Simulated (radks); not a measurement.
Task: Zr I, 40 electrons, occupied as [Kr] 4d2 5s2 (the NIST ground configuration). All-electron calculation, scalar-relativistic Kohn-Sham, r2SCAN, spin-polarised, spherical densities, finite nucleus; open shells are filled with parallel spins first (spin-orbit coupling, left out, can overturn this in heavy ions); meta-GGA in the generalised Kohn-Sham scheme; Fermi nuclear charge, rms radius 4.2694 fm. Program: a radial shooting solver on a logarithmic mesh with Libxc functionals. Some entries of the table are withheld. Estimate them.

orbital,occ.,eigenvalue (eV),<r> (bohr),<r^2> (bohr^2)
1s down,1,-17866.04,0.03707,0.001854
1s up,1,-17866.03,0.03707,0.001854
2s up,1,-2487.100,0.1625,0.03113
2s down,1,-2486.890,0.1625,0.03113
2p up,3,-2215.435,0.1417,0.02456
2p down,3,-2215.289,0.1417,0.02455
3s up,1,-412.8062,0.4573,0.2398
3s down,1,-412.7261,0.4574,0.2398
3p up,3,-323.3868,0.4614,0.2481
3p down,3,-323.2869,0.4614,0.2481
3d up,5,-177.1597,0.4526,0.2478
3d down,5,-176.9778,0.4526,0.2477
4s up,1,-56.6611,1.220,1.690
4s down,1,-55.5020,1.212,1.666
4p up,3,-34.0555,1.376,2.174
4p down,3,-32.6390,1.363,2.133
5s up,1,(1),3.637,15.03
4d up,2,-4.1686,2.248,6.278
5s down,1,(2),3.961,17.88
4d down,0,-2.4940,2.446,7.744
5p up,0,-1.4806,4.852,27.37
5p down,0,-1.2480,5.059,29.02

Result: 
(1) 5s up eigenvalue (eV): -4.8647
(2) 5s down eigenvalue (eV): -4.1106
